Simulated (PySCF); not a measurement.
## Computed structure and properties of [Ce(NH3)2]3+

System: [Ce(NH3)2]3+ (singlet in the valence; each metal's 4f electrons, 1 of them, lie in its core potential, out of spins and levels); start: displaced along the imaginary mode (C1). Method: PySCF 2.14.0, RKS BP86, Ce lcecp-1-SVP with ECP47, N def2-SVP, H def2-SVP; non-relativistic Hamiltonian with scalar-relativistic core potentials where named; density fitting; no spin-orbit coupling.

Input of the relaxation:

```python
mol = gto.M(atom='''
Ce     0.01887    -0.05084    -0.00000
N     -0.07580     0.20418     2.57488
H      0.72852     0.70250     3.02971
H     -0.89909     0.70148     2.99656
H     -0.08617    -0.71236     3.09048
N     -0.07580     0.20418    -2.57488
H      0.73129    -0.23983    -3.08127
H     -0.90186    -0.23880    -3.04812
H     -0.08617     1.17025    -2.98736''',
    basis={'Ce': 'lcecp-1-SVP', 'N': 'def2-SVP', 'H': 'def2-SVP'},
    ecp={'Ce': 'lcecp-1-SVP'},
    charge=3, spin=0)
mf = dft.RKS(mol, xc='B88,P86')
mf.grids.atom_grid = (50, 194)  # f atoms: unpruned, at least (60, 302)
mf = mf.density_fit()  # fitting sets: Ce AutoAux, N def2-universal-JKFIT, H def2-universal-JKFIT
mf.conv_tol = 1e-08; mf.max_cycle = 55
mf.kernel(dm0)  # dm0: converged density of the start geometry
# quasi-Newton relaxation in Cartesian coordinates to a largest gradient under 0.00045 Eh/bohr, steps kept in the point group
```

Run from Python with OMP_NUM_THREADS=2; the lines above give its settings. Where DIIS fails, smearing, a level shift and second-order steps follow.
It took 2.1 min on 2 threads of Arm Neoverse V1, on a shared host, from the converged density of the start.

Course of the relaxation:

```
step  energy above end (eV)  largest force component within the symmetry (eV/Å)
   0                 0.3963                                               0.261
   1                 0.3818                                               0.294
   2                 0.3654                                               0.321
   3                 0.3469                                               0.340
   4                 0.3267                                               0.349
   5                 0.3053                                               0.348
   6                 0.2833                                               0.337
   7                 0.1744                                               0.176
  16                 0.0027                                               0.078
  17                 0.0007                                               0.049
  18                 0.0003                                               0.046
  19                 0.0002                                               0.031
  20                 0.0001                                               0.012
  21                 0.0000                                               0.014
```
(The steps between are left out.)

Relaxed geometry (C1):

```xyz
9

Ce    0.4224   -1.0857   -0.0002
N    -0.0691    0.1862    2.1063
H     0.6619    0.8771    2.4087
H    -0.9465    0.7628    2.1119
H    -0.1826   -0.4133    2.9618
N    -0.0683    0.1862   -2.1059
H     0.6060    0.0115   -2.8926
H    -0.9964   -0.0178   -2.5542
H    -0.0735    1.2338   -2.0359
```

| contact | Å |
| --- | --- |
| Ce1–N2 (NH3) | 2.509 |
| Ce1–N6 (NH3) | 2.508 |

On the finer grid (75, 302):

* HOMO: -23.76 eV
* LUMO: -18.64 eV
* Dipole about the centre of mass: 3.19 D
* Set of Mulliken populations of Ce1 outside the core potential: s 2.12, p 6.08, d 0.67, f 0.02
* D3(BJ) dispersion energy (not in the energies): -0.255 eV

```json
{"atom": "Ce1", "Mulliken (e)": "2.11", "Löwdin (e)": "1.96", "spin (e)": "0.00"}
{"atom": "N2", "Mulliken (e)": "-0.36", "Löwdin (e)": "-0.02", "spin (e)": "0.00"}
{"atom": "H3", "Mulliken (e)": "0.27", "Löwdin (e)": "0.18", "spin (e)": "0.00"}
{"atom": "H4", "Mulliken (e)": "0.27", "Löwdin (e)": "0.18", "spin (e)": "0.00"}
{"atom": "H5", "Mulliken (e)": "0.27", "Löwdin (e)": "0.18", "spin (e)": "0.00"}
{"atom": "N6", "Mulliken (e)": "-0.36", "Löwdin (e)": "-0.02", "spin (e)": "0.00"}
{"atom": "H7", "Mulliken (e)": "0.27", "Löwdin (e)": "0.18", "spin (e)": "0.00"}
{"atom": "H8", "Mulliken (e)": "0.27", "Löwdin (e)": "0.18", "spin (e)": "0.00"}
{"atom": "H9", "Mulliken (e)": "0.27", "Löwdin (e)": "0.18", "spin (e)": "0.00"}
```

The 4f levels lie in the core potential and are missing. Their spin isn't counted.

On the grid (50, 194), as all that follows. Harmonic modes: 1 unstable but soft, so probably a saddle point, though modes this soft are near the noise (counted below −25 cm⁻¹); lowest -56 cm⁻¹ (negative: unstable), highest 3261 cm⁻¹, zero-point energy 1.970 eV.

Taking off one NH3 (charge 0, singlet; the rest: singlet) in vacuum, both parts rigid, costs 4.29 eV; the small basis without counterpoise inflates it. Parting with an electron moved from the ligand to the metal can be far cheaper, even downhill.

Rigid scan of NH3 along the line from its metal:

distance to N2 (Å), energy (eV) and a bar:
```
     2.21      0.460 ##############################
     2.31      0.179 ############
     2.41      0.039 ###
     2.51      0.000 
     2.61      0.030 ##
     2.71      0.107 #######
     2.91      0.342 ######################
```

One start shape was tried, so this needn't be the lowest isomer.

An lcecp potential fixes the number of 4f electrons, so in runs with it no electron can move into or out of that shell.
